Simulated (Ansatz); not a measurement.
Diatomic AlP-, multiplicity 2 (lowest of 2S+1 = 2, 4 at CCSD(T)/def2-TZVPP on PBE0 minima; our sources give no spin for the ground state, which may be another). The T1 diagnostic near the minimum is 0.060, so single-reference values are doubtful.

The constants come from a fifth-degree fit in 1/R (seven points, main isotopes). In def2 and cc sets the state is the lowest found near the PBE0 minimum, followed along R.

The values were computed with Ansatz (a first-principles code) with Gaussian orbitals. Values without a source in brackets are computed.

What bond length and harmonic frequency does PBE/def2-TZVPP give?

r_e = 2.142 Å, ω_e = 537 cm⁻¹.

What bond length and harmonic frequency does r2SCAN/def2-TZVPP give?

r_e = 2.127 Å, ω_e = 556 cm⁻¹.

What bond length and harmonic frequency does wB97M-V/def2-TZVPP give?

r_e = 2.126 Å, ω_e = 548 cm⁻¹.
